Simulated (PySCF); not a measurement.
# Telling isomers of C8H11NSi apart by NMR

PySCF 2.14.0 with density-fitted response routines calculation with σ from GIAO-PBE0/pcSseg-1 and geometry: GFN2-xTB; fast rotation and ring inversion assumed for equivalent nuclei, one computed conformer, non-relativistic Hamiltonian, no solvent.

Scale: 1H (31.72 ppm), 13C (186.93 ppm) vs TMS (reference shieldings calculated alike). Where no couplings were computed, multiplicities follow the n + 1 count of equivalent neighbours, and m marks all less simple cases (inequivalent or close neighbours, rings, F or P nearby). Shifts are as computed. Against solution values, carbons near 30 ppm lie about +3 ppm off and those near 130 ppm about +5 ppm. Of 1313 compounds with measured shifts, 239 miss one by over three times the rms of a fit or turn the order of signals round; such compounds aren't used in these exercises.

(1) Tabulate the signals of `C/N=C/C1=C[C@@]2([SiH3])C=C[C@@H]12`, `N#CC(/C=C\C1CC1)=C\[SiH3]` and their relative energies.

(2) What is the quickest way to tell C/N=C/C1=C[C@@]2([SiH3])C=C[C@@H]12 from N#CC(/C=C\C1CC1)=C\[SiH3]?

## Answers

(1) 
```json
{"SMILES": "C/N=C/C1=C[C@@]2([SiH3])C=C[C@@H]12", "carbon types": "2×C 5×CH 1×CH3", "δC": "160.7, 158.7, 157.8, 155.8, 151.4, 54.8, 52.1, 47.9", "δH": "8.16 (s, 1H), 7.06 (s, 1H), 6.97 (m, 1H), 6.89 (m, 1H), 4.20 (m, 1H), 4.08 (s, 3H), 3.84 (s, 3H)", "E rel. (kcal/mol)": "29.5"}
{"SMILES": "N#CC(/C=C\\C1CC1)=C\\[SiH3]", "carbon types": "2×C 4×CH 2×CH2", "δC": "152.8, 149.9, 137.6, 131.6, 124.8, 14.5, 12.0", "δH": "6.84 (q, 1H), 6.16 (d, 1H), 5.21 (m, 1H), 4.30 (d, 3H), 3.59 (m, 1H), 1.07 (m, 2H), 0.47 (m, 2H)", "E rel. (kcal/mol)": "0.0"}
```

Energies are electronic energies at PBE0/pcSseg-1 on these geometries, without zero-point or thermal terms, each for the one conformer computed, which needn't be the lowest.

(2) Count the carbon signals: 8 against 7. The first has a methyl carbon bonded to N (CH3) at 52.1 ppm, the second a three-membered-ring carbon (CH2) at 12.0 ppm. Their most deshielded carbons lie at 160.7 and 152.8 ppm. In the proton spectra the most deshielded non-exchanging signals are 8.16 (s, 1H) and 6.84 (q, 1H).
